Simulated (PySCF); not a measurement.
An unknown is described by computed data only.

Elements present: C, Cl, F, H and O. Monoisotopic mass: 171.9494 u.

| Quantity | Value |
| --- | --- |
| Dipole | 1.72 D [PBE0/def2-SVPD] |
| Polarisability | 88.6 au [PBE0/def2-SVPD] |
| NMR, other nuclei | isotropic shieldings of nuclei other than C and H, by class: -82 (1 O), 122 (1 O), 249 (1 F), 496 (2 Cl) ppm [GIAO PBE0/pcSseg-1] |
| 13C NMR | chemical shifts (computed TMS as zero) by class: 169.5 (1 C), 154.3 (1 C), 133.6 (1 C), 125.1 (1 C) ppm [GIAO PBE0/pcSseg-1] |
| 1H NMR | chemical shifts (computed TMS as zero) by class: 7.24 (1 H), 6.45 (1 H), 6.21 (1 H) ppm [GIAO PBE0/pcSseg-1] |
| Rotational structure | rotational constants A, B, C: 2.012, 0.560, 0.533 GHz [GFN2-xTB] |
| Triplet | lowest triplet excitation (Tamm–Dancoff): 3.67 eV [TDA PBE0/def2-SVPD] |

Gas-phase values; electronic properties from PySCF, density fitting. Levels stand in brackets. One conformer (not necessarily the lowest) at the GFN2-xTB geometry, without solvent, vibrations or thermal averaging. NMR values are class means; diastereotopic atoms form classes of their own.

Q: Which formula fits the mass and the elements?

A: C4H3Cl2FO2 (calculated 171.9494). No other formula that holds each of these elements comes within 0.0003 u with a fitting electron parity and a possible valence count.

Q: Propose a structure and show how it fits.

A: Numbering: `[O:1]=[C:2]([OH:3])/[CH:4]=[CH:5]/[C:6]([F:7])([Cl:8])[Cl:9]`. Its formula, C4H3Cl2FO2, gives 2 degrees of unsaturation: 0 rings and 2 π bonds in the structure found. 4 carbons fall into 4 classes; from least to most shielded: carboxylic acid carbon [C2] (169.5 ppm), alkene CH carbon [C5] (154.3 ppm), CCl2 carbon [C6] (133.6 ppm), alkene CH carbon [C4] (125.1 ppm). Hydrogen classes from least to most shielded: 1 H on an alkene CH carbon, C5 (7.24 ppm), 1 H on an acid hydroxyl oxygen, O3 (6.45 ppm), 1 H on an alkene CH carbon, C4 (6.21 ppm). The other shieldings belong to: -82 ppm, acid carbonyl oxygen [O1]; 122 ppm, acid hydroxyl oxygen [O3]; 249 ppm, alkyl fluorine [F7]; 496 ppm, chlorine on a fluorinated carbon [Cl8/Cl9]. The optimised geometry has point group Cs and is an asymmetric top. Structure: `O=C(O)/C=C/C(F)(Cl)Cl`. Computed isomers that give other values at the same levels: `C=C(C(=O)O)C(F)(Cl)Cl` (13C chemical shifts (computed TMS as zero) by class: 165.5 (1 C), 146.5 (1 C), 134.9 (1 C), 132.5 (1 C) ppm). The assignments are read from this structure; whether some other isomer fits the data as well wasn't checked. NMR values of atoms bound to several Cl lack the spin–orbit term that these neighbours bring.

The values belong to the conformer `[O:1]=[C:2]([OH:3])/[CH:4]=[CH:5]/[C:6]([F:7])([Cl:8])[Cl:9]`: O1–C2–C4–C5 0°, C4–C5–C6–F7 0°, H–O3–C2–O1 0°.
